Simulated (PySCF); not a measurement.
# Reading the logs of faulty runs: AlClH4NSi

All numbers below are calculated, not measured. The program is PySCF 2.14.0, an open-source quantum chemistry code, run on an isolated molecule that a program drew, which may never have been made. The molecule is AlClH4NSi (charge 0, doublet), drawn as the SMILES string `[SiH2][NH][AlH][Cl]`.

Each row is a Hartree-Fock (HF) and frozen-core CCSD(T) single point in the cc-pV(D+d)Z basis, meant for a local HF minimum. Run 1 is clean. Each other run has one planted mistake out of seven kinds, and not every kind appears here: one electron removed, one electron added, multiplicity raised by two, geometry at a saddle point, minimal basis STO-3G, one bond length entered in bohr, all coordinates scaled. The reference is restricted for singlets and unrestricted otherwise, and also for a bond in bohr. Adding or removing an electron swaps singlet and doublet. Electrons count all cores. HOMO and LUMO are orbital energies over both spins, the gradient is its largest component, and the lowest frequency (negative if imaginary) is given only where the gradient is small. Bond lengths are over the 7 bonds as drawn. T1 is the CCSD diagnostic: over 0.02 (restricted) or 0.045 (unrestricted) a single reference is doubtful.

Geometry of the clean run:
```xyz
8
AlClH4NSi, angstrom
Si   -0.2087   -0.6723    1.2718
N     0.2459    0.6907    2.2548
Al   -0.3338    2.3610    2.3962
Cl   -1.9151    3.0154    1.1627
H    -1.0782   -0.1997    0.1704
H     0.9974   -1.3447    0.7186
H     0.9787    0.4608    2.9097
H     0.3027    3.3501    3.4260
```

| run | electrons | basis functions | <S^2> | HOMO (eV) | LUMO (eV) | gradient (hartree/bohr) | lowest frequency (cm^-1) | mean bond (Å) | longest bond (Å) | T1 | HF (hartree) | CCSD(T) (hartree) | mistake |
|---|---|---|---|---|---|---|---|---|---|---|---|---|---|
| 1 | 55 | 103 | 0.754 | -8.41 | 1.67 | 2.0e-05 | 82 | 1.5950 | 2.110 | 0.0142 | -1047.23864 | -1047.74924 | no fault |
| 2 | 56 | 103 | 0.000 | -0.05 | 5.91 | 7.5e-02 | - | 1.5950 | 2.110 | 0.0259 | -1047.20302 | -1047.75030 | one electron added |
| 3 | 55 | 36 | 0.752 | -5.54 | 6.41 | 3.5e-02 | - | 1.5950 | 2.110 | 0.0171 | -1035.36301 | -1035.51040 | minimal basis STO-3G |
| 4 | 55 | 103 | 1.069 | -8.82 | 1.18 | 1.9e-02 | - | 1.7841 | 2.811 | 0.0352 | -1047.15086 | -1047.65677 | one bond length entered in bohr |
| 5 | 55 | 103 | 3.785 | -4.23 | -2.16 | 9.6e-02 | - | 1.5950 | 2.110 | 0.0211 | -1047.03806 | -1047.51684 | multiplicity raised by two |
| 6 | 55 | 103 | 0.754 | -8.34 | 1.76 | 1.2e-02 | - | 1.5679 | 2.074 | 0.0137 | -1047.23628 | -1047.74507 | ? |

**Which mistake was planted in run 6, and what did it cost?**

The mean and the longest bond both change by the same factor, 0.983, and the gradient is no longer small. So the mistake is: all coordinates scaled. Subtracting run 1 and multiplying by 627.51 kcal/mol a hartree, the energy moved by 1.5 kcal/mol in HF and 2.6 kcal/mol in CCSD(T).

Cautions from the logs. Run 2: T1 is over the limit, so its CCSD(T) energy is less reliable.
